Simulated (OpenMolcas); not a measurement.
# Multiconfigurational calculation on Sb3+

Input:

```
&GATEWAY
Coord
1

Sb 0.0 0.0 0.0
Basis=ANO-RCC
Group=XYZ
NoMove
AngMom=0.0 0.0 0.0
AMFI
&SEWARD
&RASSCF
FileOrb=start.orb
Symmetry=1
Spin=3
nActEl=2 0 0
Inactive=14 9
Ras2=1 3
CIRoot=3 3 1
SDav=3
CIMx=300
Iter=120 100
PrWF=0.3
OrbListing=Nothing
MaxOrb=0
Atom
>>> COPY $Project.JobIph JOBPRE
&RASSCF
FileOrb=start.orb
Symmetry=1
Spin=3
nActEl=2 0 2
Inactive=14 9
Ras2=1 3
Ras3=5 0
CIRoot=3 3 1
SDav=18
CIMx=300
Iter=120 100
PrWF=0.3
OrbListing=Nothing
MaxOrb=0
Thrs=2.0e-7 1.0e-1 5.0e-4
Atom
>>> COPY $Project.JobIph JOB001
&RASSCF
FileOrb=start.orb
Symmetry=1
Spin=1
nActEl=2 0 2
Inactive=14 9
Ras2=1 3
Ras3=5 0
CIRoot=7 7 1
SDav=27
CIMx=300
Iter=120 100
PrWF=0.3
OrbListing=Nothing
MaxOrb=0
Thrs=2.0e-7 1.0e-1 5.0e-4
Atom
>>> COPY $Project.JobIph JOB002
&RASSCF
FileOrb=start.orb
Symmetry=2
Spin=3
nActEl=2 0 2
Inactive=14 9
Ras2=1 3
Ras3=5 0
CIRoot=3 3 1
SDav=18
CIMx=300
Iter=120 100
PrWF=0.3
OrbListing=Nothing
MaxOrb=0
Thrs=2.0e-7 1.0e-1 5.0e-4
Atom
>>> COPY $Project.JobIph JOB003
&RASSCF
FileOrb=start.orb
Symmetry=2
Spin=1
nActEl=2 0 2
Inactive=14 9
Ras2=1 3
Ras3=5 0
CIRoot=3 3 1
SDav=18
CIMx=300
Iter=120 100
PrWF=0.3
OrbListing=Nothing
MaxOrb=0
Thrs=2.0e-7 1.0e-1 5.0e-4
Atom
>>> COPY $Project.JobIph JOB004
&RASSI
NrOfJobIphs=4 3 7 3 3
1 2 3
1 2 3 4 5 6 7
1 2 3
1 2 3
IphNames
JOB001
JOB002
JOB003
JOB004
EJob
SpinOrbit
DIPRint=1.0
SOCoupling=1000.0
Subsets=2
MEES
Property=10
'ANGMOM' 1 'ANGMOM' 2 'ANGMOM' 3 'MLTPL  1' 1 'MLTPL  1' 2 'MLTPL  1' 3
'AMFI' 1 'AMFI' 2 'AMFI' 3 'MLTPL  2' 6
SOProperty=3
'ANGMOM' 1 'ANGMOM' 2 'ANGMOM' 3
```

A driver script runs the steps one by one and writes start.orb anew before each from the orbitals found so far.

Output, cut to the results:

```
--- SEWARD ---
Basis set label: SB.ANO-RCC.........

      Electronic valence basis set:
      ------------------
      Associated Effective Charge  51.000000 au
      Associated Actual Charge     51.000000 au
      Nuclear Model: Point charge

      Shell  nPrim  nBasis  Cartesian Spherical Contaminant
         s      22      10        X
         p      19       9        X
         d      13       8                 X
         f       5       5                 X
         g       3       3                 X
                  Relativistic Douglas-Kroll-Hess integrals:
                    - DKH order of Hamiltonian: 2
                    - DKH order of Properties : 0
                  Atomic mean-field integrals
--- RASSCF ---
Wave function specifications:
      -----------------------------

      Number of closed shell electrons          46
      Number of electrons in active shells       2
      Max number of holes in RAS1 space          0
      Max nr of electrons in RAS3 space          2
      Number of inactive orbitals               23
      Number of active orbitals                  9
      Number of secondary orbitals             107
      Spin quantum number                      1.0
      State symmetry                             1
Orbital specifications:
      -----------------------

      Symmetry species                           1   2
                                                ag  au
      Frozen orbitals                            0   0
      Inactive orbitals                         14   9
      Active orbitals                            6   3
      RAS1 orbitals                              0   0
      RAS2 orbitals                              1   3
      RAS3 orbitals                              5   0
      Secondary orbitals                        57  50
      Deleted orbitals                           0   0
      Number of basis functions                 77  62
      Number of CSFs                            18
      Number of root(s) required                 3
      Iter CI   SX   CI       RASSCF       Energy    max ROT     max BLB   max BLB  Level Ln srch  Step   QN
          iter iter root      energy       change     param      element    value   shift minimum  type update
 Nr of preliminary CI iterations:   1
 ###############################################################################
 ###############################################################################
 ###                                                                         ###
 ###                                                                         ###
 ###    WARNING: Problems in orbital optimization.                           ###
 ###                                                                         ###
 ###                                                                         ###
 ###############################################################################
 ###############################################################################
  Warning: In symmetry  1, orbital p=  15 has diagonal density matrix element D(p,p) close to zero. D(p,p)=  1.327872E-23
      Total energies have been shifted. Add                -6000.00 au
        ...
 ###############################################################################
 ###############################################################################
  Warning: In symmetry  1, orbital p=  15 has diagonal density matrix element D(p,p) close to zero. D(p,p)=  2.593911E-23
        4   1    3    0  -474.03840937   -2.46E-11   3.72E-06   13  27 1 -1.20E-06   0.50   0.00    SX    NO
      Convergence after  4 iterations
        5   1    3    0  -474.03840937    1.00E-11   3.72E-06    5  27 1  5.82E-07   0.50   0.00    SX    NO
      Natural orbitals and occupation numbers for root  1
      sym 1:   0.000000   0.003811   0.000953   0.000000   0.000953   0.003811
      sym 2:   0.995236   0.995236  -0.000000
      Natural orbitals and occupation numbers for root  2
      sym 1:   0.000000   0.003811   0.000953  -0.000000   0.000953   0.003811
      sym 2:   0.995236  -0.000000   0.995236
      Natural orbitals and occupation numbers for root  3
      sym 1:   0.000000   0.000953   0.003811   0.003811   0.000953   0.000000
      sym 2:  -0.000000   0.995236   0.995236
::    RASSCF root number  1 Total energy:  -6474.03840937
::    RASSCF root number  2 Total energy:  -6474.03840937
::    RASSCF root number  3 Total energy:  -6474.03840937
--- RASSCF ---
...
--- RASSI ---
SPIN-FREE ENERGIES:
  (Shifted by EMIN (a.u.) =      -6474.7368813840)

 SF State       Relative EMIN(au)   Rel lowest level(eV)    D:o, cm**(-1)      L_eff

     4             0.0000000000        0.0000000000              0.0000         0.0
    11             0.2882886692        7.8447343280          63272.0494         1.0
    12             0.2882886692        7.8447343280          63272.0494         1.0
    13             0.2882886692        7.8447343280          63272.0494         1.0
    14             0.4386615493       11.9365888503          96275.0818         1.0
    15             0.4386615493       11.9365888503          96275.0818         1.0
    16             0.4386615493       11.9365888503          96275.0818         1.0
     8             0.6766041559       18.4113370212         148497.4477         2.0
     9             0.6766041559       18.4113370212         148497.4477         2.0
     5             0.6766041559       18.4113370212         148497.4477         2.0
     6             0.6766041559       18.4113370212         148497.4477         2.0
     7             0.6766041559       18.4113370212         148497.4477         2.0
     1             0.6984720111       19.0063916757         153296.8872         1.0
     2             0.6984720111       19.0063916757         153296.8872         1.0
     3             0.6984720111       19.0063916757         153296.8872         1.0
    10             0.8298751735       22.5820538822         182136.5478         0.0
     Dipole printing threshold changed to   1.00000000E+00

++ Dipole transition strengths (spin-free states):
   -----------------------------------------------
     for osc. strength at least  1.00000000E+00

  ( Max oscillator strength is only   0.73522570962202305      )
--
Eigenvalues of complex Hamiltonian:
   -----------------------------------
  (Shifted by EMIN (a.u.) =      -6474.7368813840)

...
```

Levels above the lowest, from the spin-orbit matrix, grouped by J:

```tsv
Configuration	Term	J	E (cm⁻¹)	Measured (cm⁻¹)	g	Term weight %
5s²	¹S	0	0.0	0.0		100
5s 5p	³P°	0	58662			100
5s 5p	³P°	1	60717	66700	1.498	99
5s 5p	³P°	2	65590	72560	1.501	100
5s 5p	¹P°	1	96538	95952	1.004	99
5p²	¹D	2	147620	155956	1.051	90
5p²	³P	0	147799	152076		97
5p²	³P	1	151090	156388	1.501	100
5p²	³P	2	156408	163524	1.451	90
```

Against the 7 measured excited levels shown (Moore, Atomic Energy Levels, vol. III, NSRDS-NBS 35 (1971 reprint of NBS Circular 467, 1958)) the mean absolute deviation is 5500 cm-1; the largest miss in energy is 5p² ¹D₂: computed 147620, measured 155956 cm⁻¹ (-5.3 %), and the largest in proportion 5s 5p ³P°₂ (-9.6 %).

Active for correlation alone: 5d; no level in the range computed is led by a configuration that fills it, so any true level of that kind is missing. Some terms mix strongly with configurations of 5d, whose occupation reaches 0.29 (5p² ¹D). Computed and measured levels are paired by configuration, term and J; levels that our copy of the source lacks, or whose pairing is in doubt (as where it misses far off the trend of its configuration), stay unpaired and out of the deviations. Levels of configurations outside the active space are missing. The first state left out of the spin-orbit step lies near 200000 cm-1 above the lowest spin-free state of the reference (among the parities and spins computed), and the list stops at four fifths of that energy or lower.

The term weight is that of the spin-free term in the level, not the purity of its configuration. ° marks odd parity.
